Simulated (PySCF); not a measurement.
**From computed data to an observable: refractive index and permittivity of the vapour**

CH₈BNO₂Si, SMILES [SiH2](C)NB(O)O.

Coordinates come from a r2SCAN-D4/def2-SVP optimisation. The structure was generated by enumeration, and PubChem lists no compound with its InChIKey, so it may never have been made. The values are those of a single conformer.

M06-2X/def2-TZVP run with PySCF gives a mean static polarisability of 65.0 bohr³ and a dipole moment of 3.50 D. Take an ideal gas at 298.15 K and 0.01 bar, whether or not the substance is that volatile.

Work out n − 1 in the optical limit and the static ε − 1.


Polarisability volume α' = 65.0 × 0.148185 = 9.63 Å³. Number density N = p/kT = 2.43e-7 Å⁻³.
Dilute limit of Lorentz–Lorenz: n − 1 = 2π N α' = 1.5e-5.
Orientation term of Debye: μ²/(3kT) = 8.098 Å³ × μ²(D²) = 99.20 Å³.
ε − 1 = 4π N (α' + μ²/3kT) = 0.00033. Orientation of the dipole supplies 91 % of the static response; it can't follow optical fields. Vibrational polarisation and dispersion are left out.
